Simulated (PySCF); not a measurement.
C2H5NOSi.
Cartesian coordinates in Å at the PBE0-D3(BJ)/def2-SVP level; atoms count from 1:
```xyz
10
C2H5NOSi angstrom
C     -1.460   -0.453    0.029
Si     0.211    0.233    0.432
O      0.407    1.656   -0.394
C      1.507   -0.985   -0.153
N      2.312   -1.732   -0.525
H     -2.249    0.242    0.354
H     -1.615   -1.418    0.534
H     -1.553   -0.606   -1.057
H      0.464    0.392    1.891
H      1.248    2.115   -0.313
```

A calculation gives these core lines: C 1s: 290.93 (area 1), 291.78 (area 1) eV; N 1s: 405.32 eV; O 1s: 539.17 eV; Si 1s: 1848.26 eV; Si 2p3/2: 108.24 eV.

Computed with delta-SCF UKS SCAN, pcX-2 on the ionised atom, pcseg-1 elsewhere, spin-free X2C in PySCF. Isolated species at its PBE0-D3(BJ)/def2-SVP geometry (one conformer only).

Problem. Order the carbon atoms by C 1s binding energy.

Solution. 290.93 eV: C1 (Si-methyl carbon); 291.78 eV: C4 (cyano carbon). Lowest listed C 1s: C1, bonded to 3 H and Si. Highest, 0.85 eV above it: C4, bonded to N (triple bond) and Si. Summing the Pauling electronegativity differences to the bonded atoms, each weighted by its formal bond order, gives -1.70 for the lowest site and +0.82 for the highest.

Bonded neighbours of each site: C1: 3 H and Si; Si2: O, 2 C and H; O3: H and Si; C4: N (triple bond) and Si; N5: C (triple bond).

Problem. Express the binding energy of O 1s of O3 in atomic units and per mole.

Solution. 539.17 eV = 19.8141 Eh = 52022 kJ/mol.

The 2p values aren't plain energy differences: one relaxed spin-free 2p hole is combined with a matrix within the shell (ground-state 2p orbital-energy differences and spin–orbit coupling). 2p3/2, the mean of its two sublevels, lies a third of the splitting below the shell's mean and 2p1/2 two thirds above it; the statistical areas are 2:1. 2p1/2 minus 2p3/2 (ligand field included): Si 0.63 eV.

Time: 33 s wall. Hardware: Arm Neoverse V1, one thread, no GPU, on a shared host.
